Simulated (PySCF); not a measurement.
Compound: C5H4F3S (charge -1).
SMILES with atom numbers: `[F:1][C:2]([F:3])=[C:4]([F:5])[C:6]1([S-:7])[CH2:8][CH2:9]1` (hydrogens: H10, H11 on C8; H12, H13 on C9)

Geometry (PBE0-D3(BJ)/def2-SVP, Å), atoms numbered from 1 in this order:
```xyz
13
C5H4F3S angstrom
F      3.139   -0.828    0.315
C      1.901   -0.642   -0.140
F      1.620   -1.530   -1.082
C      1.074    0.318    0.280
F      1.550    1.110    1.258
C     -0.269    0.641   -0.232
S     -0.316    2.127   -1.227
C     -1.194   -0.519   -0.518
C     -1.414    0.312    0.710
H     -1.845   -0.351   -1.380
H     -0.838   -1.548   -0.390
H     -1.199   -0.146    1.684
H     -2.216    1.054    0.702
```

Computed with PySCF 2.14.0, PBE0-D3(BJ)/def2-SVP geometry optimisation, gas phase.

Masses are those of the commonest isotopes; rigid-rotor values at the optimised geometry. The values belong to one conformer with, in the numbering `[F:1][C:2]([F:3])=[C:4]([F:5])[C:6]1([S-:7])[CH2:8][CH2:9]1`, C2–C4–C6–S7 -105°.

Question: Give the principal moments of inertia and the rotational constants in cm⁻¹.

Answer: Ia = 248.96, Ib = 519.66, Ic = 569.67 u·Å²; 505379 MHz·u·Å²/I gives 2030, 972.5 and 887.1 MHz, that is A = 0.06771, B = 0.03244, C = 0.02959 cm⁻¹.

Question: Classify the top.

Answer: An asymmetric top; Ray's κ = -0.851.

Question: What does the inertial defect say?

Answer: Not planar: Δ = Ic − Ia − Ib = -198.95 u·Å². For a rigid frame Δ = −2 Σ m c², so Σ m c² = 99.47 u·Å² lies off the ab plane: 8.99 from hydrogen and 90.48 from heavier atoms. The atom farthest from that plane is 2.42 Å away.

Question: Which types of transition are allowed, and where do some lines up to J = 2 fall?

Answer: The dipole components (about the centre of mass, as the species is charged) are |μa| = 5.43 D, |μb| = 2.30 D, |μc| = 2.90 D. Intensities carry the squares of the components, which stand as 1.00 : 0.18 : 0.28 (a : b : c). Some lines, for components of 0.1 D or more:

```json
{"type": "c", "branch": "Q", "J(Ka,Kc)": "1(1,1) ← 1(0,1)", "MHz": "1057", "lower level (cm⁻¹)": "0.062"}
{"type": "b", "branch": "Q", "J(Ka,Kc)": "2(1,1) ← 2(0,2)", "MHz": "1233", "lower level (cm⁻¹)": "0.186"}
{"type": "a", "branch": "R", "J(Ka,Kc)": "1(0,1) ← 0(0,0)", "MHz": "1860", "lower level (cm⁻¹)": "0.000"}
{"type": "b", "branch": "R", "J(Ka,Kc)": "2(0,2) ← 1(1,1)", "MHz": "2657", "lower level (cm⁻¹)": "0.097"}
{"type": "b", "branch": "R", "J(Ka,Kc)": "1(1,1) ← 0(0,0)", "MHz": "2917", "lower level (cm⁻¹)": "0.000"}
{"type": "c", "branch": "R", "J(Ka,Kc)": "1(1,0) ← 0(0,0)", "MHz": "3002", "lower level (cm⁻¹)": "0.000"}
{"type": "c", "branch": "Q", "J(Ka,Kc)": "2(2,1) ← 2(1,1)", "MHz": "3172", "lower level (cm⁻¹)": "0.227"}
{"type": "b", "branch": "Q", "J(Ka,Kc)": "2(2,0) ← 2(1,1)", "MHz": "3177", "lower level (cm⁻¹)": "0.227"}
{"type": "b", "branch": "Q", "J(Ka,Kc)": "2(2,1) ← 2(1,2)", "MHz": "3429", "lower level (cm⁻¹)": "0.219"}
{"type": "a", "branch": "R", "J(Ka,Kc)": "2(1,2) ← 1(1,1)", "MHz": "3634", "lower level (cm⁻¹)": "0.097"}
{"type": "a", "branch": "R", "J(Ka,Kc)": "2(0,2) ← 1(0,1)", "MHz": "3714", "lower level (cm⁻¹)": "0.062"}
{"type": "a", "branch": "R", "J(Ka,Kc)": "2(1,1) ← 1(1,0)", "MHz": "3805", "lower level (cm⁻¹)": "0.100"}
{"type": "b", "branch": "R", "J(Ka,Kc)": "2(1,2) ← 1(0,1)", "MHz": "4691", "lower level (cm⁻¹)": "0.062"}
{"type": "b", "branch": "R", "J(Ka,Kc)": "2(2,1) ← 1(1,0)", "MHz": "6977", "lower level (cm⁻¹)": "0.100"}
{"type": "c", "branch": "R", "J(Ka,Kc)": "2(2,0) ← 1(1,0)", "MHz": "6982", "lower level (cm⁻¹)": "0.100"}
{"type": "c", "branch": "R", "J(Ka,Kc)": "2(2,1) ← 1(1,1)", "MHz": "7062", "lower level (cm⁻¹)": "0.097"}
{"type": "b", "branch": "R", "J(Ka,Kc)": "2(2,0) ← 1(1,1)", "MHz": "7067", "lower level (cm⁻¹)": "0.097"}
```

Question: Estimate the classical rotational partition function at 25 K, 298.15 K and 500 K.

Answer: Point group C1, symmetry number σ = 1; q = (√π/σ)·√((kT/h)³/(ABC)), k/h = 20836.6 MHz/K: 15900 at 25 K, 656000 at 298.15 K, 1420000 at 500 K.

Not checked by PBE0-D3(BJ)/def2-SVP frequencies. The geometry's basis has no diffuse functions, a weakness for an anion. No vibrational averaging or centrifugal distortion is included, and the geometry carries the error of its method.
